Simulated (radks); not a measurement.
Excited configurations of Si IV: one electron is placed in a higher orbital outside [Ne]. The ground configuration is [Ne] 3s1. Calculated with a radial shooting solver on a logarithmic mesh with Libxc functionals: scalar-relativistic Kohn-Sham, PBEsol, spin-unpolarised, spherical densities, finite nucleus; Fermi nuclear charge, rms radius 3.1224 fm. Excitation = E - E(ground); binding = E(ion) - E, where the ion is the core of charge +4; n* = 4/sqrt(2 binding) in atomic units, and the quantum defect is n - n*.

3p: excitation (eV) 8.659; binding (eV) 36.142; n* 2.454; quantum defect 0.546; eigenvalue (eV) -31.285; <r> (bohr) 2.051
4p: excitation (eV) 26.285; binding (eV) 18.516; n* 3.429; quantum defect 0.571; eigenvalue (eV) -16.332; <r> (bohr) 4.226
4d: excitation (eV) 30.218; binding (eV) 14.584; n* 3.864; quantum defect 0.136; eigenvalue (eV) -12.673; <r> (bohr) 4.874
6s: excitation (eV) 36.532; binding (eV) 8.269; n* 5.131; quantum defect 0.869; eigenvalue (eV) -7.443; <r> (bohr) 10.01
7d: excitation (eV) 39.997; binding (eV) 4.804; n* 6.731; quantum defect 0.269; eigenvalue (eV) -4.323; <r> (bohr) 16.56

The Delta-SCF ionisation energy is 44.801 eV (NIST Atomic Spectra Database: 45.142 eV, measured). Self-interaction in the functional shifts the binding energies and quantum defects, so they are the method's values and not measured ones. Spin polarisation and multiplet splitting are left out, so open shells lie too high by an amount that depends on their filling.

Beside tabulated values, note that spin-unpolarised runs miss the spin-polarisation part of the exchange energy of open shells.
